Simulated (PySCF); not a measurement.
Species: C6H13BFO2 (charge -1).
Atom-mapped SMILES: `[CH3:1][CH2:2][CH2:3][B@-:4]1([CH3:5])[O:6][CH2:7][C@H:8]([F:9])[O:10]1` (hydrogens: H11, H12, H13 on C1; H14, H15 on C2; H16, H17 on C3; H18, H19, H20 on C5; H21, H22 on C7; H23 on C8)

Computed with PySCF 2.14.0, PBE0-D3(BJ)/def2-SVP geometry optimisation, gas phase.

**Question.** List the bond lengths, angles and torsions at this level.

**Answer.** 
```json
{"bond": "C1–C2", "length (Å)": "1.524"}
{"bond": "C2–C3", "length (Å)": "1.529"}
{"bond": "C3–B4", "length (Å)": "1.646"}
{"bond": "B4–C5", "length (Å)": "1.623"}
{"bond": "B4–O6", "length (Å)": "1.500"}
{"bond": "O6–C7", "length (Å)": "1.375"}
{"bond": "C7–C8", "length (Å)": "1.546"}
{"bond": "C8–F9", "length (Å)": "1.419"}
{"bond": "C8–O10", "length (Å)": "1.331"}
{"bond": "B4–O10", "length (Å)": "1.525"}
{"bond": "C1–H11, C1–H12, C1–H13", "length (Å)": "1.103"}
{"bond": "C2–H14", "length (Å)": "1.107"}
{"bond": "C2–H15", "length (Å)": "1.110"}
{"bond": "C3–H16", "length (Å)": "1.108"}
{"bond": "C3–H17", "length (Å)": "1.107"}
{"bond": "C5–H18, C5–H19, C5–H20", "length (Å)": "1.105"}
{"bond": "C7–H21", "length (Å)": "1.112"}
{"bond": "C7–H22", "length (Å)": "1.114"}
{"bond": "C8–H23", "length (Å)": "1.112"}
```

Bonds in one row agree within 0.01 Å and their mean is given. A selection of angles:
```json
{"angle": "C2–C1–H11", "degrees": "112.4"}
{"angle": "C2–C1–H12", "degrees": "109.8"}
{"angle": "H11–C1–H12", "degrees": "109.4"}
{"angle": "H11–C1–H13", "degrees": "107.6"}
{"angle": "C1–C2–C3", "degrees": "113.2"}
{"angle": "C1–C2–H14", "degrees": "108.7"}
{"angle": "C1–C2–H15", "degrees": "108.7"}
{"angle": "C3–C2–H14", "degrees": "109.3"}
{"angle": "C3–C2–H15", "degrees": "111.4"}
{"angle": "H14–C2–H15", "degrees": "105.2"}
{"angle": "C2–C3–B4", "degrees": "116.4"}
{"angle": "C2–C3–H16", "degrees": "109.1"}
{"angle": "C2–C3–H17", "degrees": "109.1"}
{"angle": "B4–C3–H16", "degrees": "109.3"}
{"angle": "B4–C3–H17", "degrees": "107.4"}
{"angle": "H16–C3–H17", "degrees": "105.1"}
{"angle": "C3–B4–C5", "degrees": "113.5"}
{"angle": "C3–B4–O6", "degrees": "112.8"}
{"angle": "C3–B4–O10", "degrees": "108.9"}
{"angle": "C5–B4–O6", "degrees": "110.2"}
{"angle": "C5–B4–O10", "degrees": "109.8"}
{"angle": "O6–B4–O10", "degrees": "100.9"}
{"angle": "B4–C5–H18", "degrees": "111.9"}
{"angle": "H18–C5–H19", "degrees": "107.7"}
{"angle": "B4–O6–C7", "degrees": "108.1"}
{"angle": "O6–C7–C8", "degrees": "106.6"}
{"angle": "O6–C7–H21", "degrees": "111.4"}
{"angle": "O6–C7–H22", "degrees": "113.7"}
{"angle": "C8–C7–H21", "degrees": "111.1"}
{"angle": "C8–C7–H22", "degrees": "107.3"}
{"angle": "H21–C7–H22", "degrees": "106.8"}
{"angle": "C7–C8–F9", "degrees": "108.2"}
{"angle": "C7–C8–O10", "degrees": "107.2"}
{"angle": "C7–C8–H23", "degrees": "114.1"}
{"angle": "F9–C8–O10", "degrees": "112.3"}
{"angle": "F9–C8–H23", "degrees": "102.9"}
{"angle": "O10–C8–H23", "degrees": "112.2"}
{"angle": "B4–O10–C8", "degrees": "109.4"}
```

Dihedral angles: C1–C2–C3–B4 71° (synclinal); C2–C3–B4–C5 65° (synclinal); C3–B4–O6–C7 -89° (synclinal); B4–O6–C7–C8 -19° (synperiplanar); O6–C7–C8–F9 124° (anticlinal); C7–C8–O10–B4 16° (synperiplanar); C3–B4–O10–C8 93° (anticlinal).

The 5-membered ring B4–O6–C7–C8–O10 has internal angles of 100.9° to 109.4°; it is puckered, 0.12 Å rms from its mean plane, widest ring torsion 27°. Of the pairs four or more bonds apart, O6···H12 is among the closest relative to their van der Waals radii: 2.32 Å, 85 % of the sum of Bondi's values. B4 (four-coordinate boron) is distorted tetrahedral (angles from 100.9° to 113.5°). The 2 B–C bonds span 1.623 Å (B4–C5, drawn single) to 1.646 Å (C3–B4, drawn single), a spread of 0.023 Å. The C–O distances run from 1.331 Å (C8–O10, drawn single) to 1.375 Å (O6–C7, drawn single), a spread of 0.044 Å. The 3 C–C bonds span 1.524 Å (C1–C2, drawn single) to 1.546 Å (C7–C8, drawn single), a spread of 0.022 Å. O10 (boron-bound oxygen) is bent (angle 109.4°).

Point group: C1 (no symmetry element, even within 0.4 Å). No frequency check. The geometry's basis has no diffuse functions, a weakness for an anion.

One conformer stands for the species.
